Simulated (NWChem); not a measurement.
System meant: CH₃Cl₂In; SMILES [CH3][In]([Cl])[Cl]

Here is an NWChem input.

```
start job
memory heap 200 mb stack 900 mb global 1100 mb
geometry units angstroms noautoz
  In    -0.298520    -0.004410     0.001297
  Cl     1.005123     1.948607    -0.001284
  Cl     1.039609    -1.934423    -0.001099
  C     -2.435698    -0.026928     0.001835
  H     -2.790680    -1.061271     0.093919
  H     -2.792176     0.412626    -0.940079
  H     -2.798130     0.577700     0.844361
end
basis spherical
  In library def2-svp
  Cl library def2-svp
  C library def2-svp
  H library def2-svp
end
dft
  xc b3lyp
  iterations 150
  mulliken
end
task dft energy
```

End of the output:

```
             Grid Information
             ----------------
          Grid used for XC integration:  medium
          Radial quadrature: Mura-Knowles
          Angular quadrature: Lebedev.
          Tag              B.-S. Rad. Rad. Pts. Rad. Cut. Ang. Pts.
          ---              ---------- --------- --------- ---------
          In                  1.55      123           9.0       590
          Cl                  1.00       88          12.0       590
          C                   0.70       49          10.0       434
          H                   0.35       45          11.0       434
          Grid pruning is: on
          Number of quadrature shells:   483
          Spatial weights used:  Erf1

          Convergence Information
          -----------------------
          Convergence aids based upon iterative change in
          total energy or number of iterations.
          Levelshifting, if invoked, occurs when the
          HOMO/LUMO gap drops below (HL_TOL):  1.00D-02
          DIIS, if invoked, will attempt to extrapolate
          using up to (NFOCK): 10 stored Fock matrices.

                    Damping( 0%)  Levelshifting(0.5)       DIIS
                  --------------- ------------------- ---------------
          dE  on:    start            ASAP                start
          dE off:    2 iters        150 iters           150 iters

      Screening Tolerance Information
      -------------------------------
          Density screening/tol_rho:  1.00D-10
          AO Gaussian exp screening on grid/accAOfunc:  14
          CD Gaussian exp screening on grid/accCDfunc:  20
          XC Gaussian exp screening on grid/accXCfunc:  20
          Schwarz screening/accCoul:  1.00D-08

      Superposition of Atomic Density Guess
      -------------------------------------

      charge =      49.0 In (Indium)

      symmetry species            s     p     d     f
      number of basis functions =10     7     6
      number of cont. functions = 4     4     2
      number of closed shells   = 5     3     2
      number of open shells     = 0     1     0
      open shell occupation     = 0     1     0
 ------------------------------------------------------------------------
 atomscf:atomd: error in atom scf                   0
 ------------------------------------------------------------------------
 ------------------------------------------------------------------------
  current input line :
    23: task dft energy
 ------------------------------------------------------------------------
 ------------------------------------------------------------------------
 This error has not yet been assigned to a category
 ------------------------------------------------------------------------
 For more information see the NWChem manual at https://nwchemgit.github.io

0:atomscf:atomd: error in atom scf:Received an Error in Communication
```

**Question.** What is wrong, and how is it mended?

**Answer.** The run crashed. Cause: the def2 basis of a heavy element holds valence functions alone and wants its effective core potential (without it all electrons must fit into that basis). This input runs:
```
start job
memory heap 200 mb stack 900 mb global 1100 mb
geometry units angstroms noautoz
  In    -0.298520    -0.004410     0.001297
  Cl     1.005123     1.948607    -0.001284
  Cl     1.039609    -1.934423    -0.001099
  C     -2.435698    -0.026928     0.001835
  H     -2.790680    -1.061271     0.093919
  H     -2.792176     0.412626    -0.940079
  H     -2.798130     0.577700     0.844361
end
basis spherical
  * library def2-svp
end
ecp
  In library def2-ecp
end
dft
  xc b3lyp
  iterations 150
  mulliken
end
task dft energy
```
It converges to -1150.32092 Ha (B3LYP/def2-SVP with def2 effective core potentials on In).
